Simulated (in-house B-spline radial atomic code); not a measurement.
Results of a calculation; reference values are marked as such.
# Ghost states of the separable form: C

C, [He] 2s2 2p2, non-relativistic LDA (VWN5), spherical and spin-unpolarised, from a B-spline radial code for spherical atoms (atomic units; all potentials screened as in the neutral atom).

Troullier-Martins channels: 2s (ε = -0.5009, r_c = 1.352 bohr), 2p (ε = -0.1992, r_c = 2.017 bohr). In the Kleinman-Bylander form one channel serves as the local potential, and each other channel l becomes |δV u><u δV|/<u|δV|u>, with δV = V_l − V_local and u the pseudo-orbital. Its strength is E_KB = <u|δV²|u>/<u|δV|u>. By the analysis of Gonze, Stumpf and Scheffler a spurious state lies below the reference level ε if E_KB > 0 and ε is above the second level of the local potential alone, or if E_KB < 0 and ε is above its first. The table's levels are those of angular momentum l in a sphere of 9 bohr, whose wall can lift a shallow ε a little above its free-atom value.

| local | channel | <u δV u> | <u δV² u> | ε | first local level | second local level |
| --- | --- | --- | --- | --- | --- | --- |
| p | s | 0.48321 | 1.646 | -0.5009 | -1.8608 | -0.0500 |
| s | p | -0.45814 | 1.4898 | -0.1991 | -0.0415 | 0.1531 |

(1) Apply the rule to each row.

Diagonalising the separable Hamiltonian gives:

```json
{"local": "p", "channel": "s", "three lowest levels": "-0.5009, 0.0325, 0.2991", "all-electron, two lowest valence levels": "-0.5009, 0.0319"}
{"local": "s", "channel": "p", "three lowest levels": "-0.1991, 0.0905, 0.3637", "all-electron, two lowest valence levels": "-0.1991, 0.0903"}
```

(2) Which choices of local channel are safe?

Answers

(1) Local p, channel s: E_KB = +3.41, so ε = -0.5009 is set against -0.0500: no ghost. Local s, channel p: E_KB = -3.25, so ε = -0.1991 is set against -0.0415: no ghost.

(2) All are free of ghosts. Among the safe choices the second level, which tests transfer, is off by at most 0.2 millihartree (s local), 0.6 millihartree (p local).
